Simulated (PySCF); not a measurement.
Correlation energy of Ir⁺ (iridium, charge +1)

Starting occupation: [Xe] 4f14 5d6 6s1 6p1, 5d3/2 with m_j = +3/2, 5d5/2 with m_j = -3/2, -1/2, +1/2, +3/2, +5/2, 6s1/2 with m_j = +1/2, 6p3/2 with m_j = +3/2. Computed with PySCF 2.14 in x2c-TZVPall-2c with one added diffuse shell each of s, p, d type (12s12p11d2f, 117 functions), with X2C-1e with screened-nucleus spin-orbit coupling, Gaussian nucleus. Frozen: [Kr] 4d10 4f14; 16 electrons correlated; the 34 highest virtual spinors left out.

MP2 pair energies summed by pair of shells (mhartree):

```tsv
pair	energy	share (%)
5d-5p	-88.32	32.0
5d-5d	-63.98	23.2
5p-5p	-43.97	15.9
5d-6s	-20.97	7.6
5p-5s	-14.60	5.3
5d-6p	-11.78	4.3
5p-6s	-11.52	4.2
5d-5s	-9.67	3.5
5p-6p	-4.80	1.7
5s-5s	-2.93	1.1
6p-6s	-2.64	1.0
5s-6s	-0.83	0.3
5s-6p	-0.28	0.1
```

Total MP2 correlation energy: -276.30 mhartree.

The GHF reference relaxed away from the jj start to a determinant that is no pure jj level (⟨S²⟩ = 11.22, ⟨J²⟩ = 42.04); the energies belong to that determinant.

This basis was not built for core-valence correlation, so the inner-shell part is incomplete.
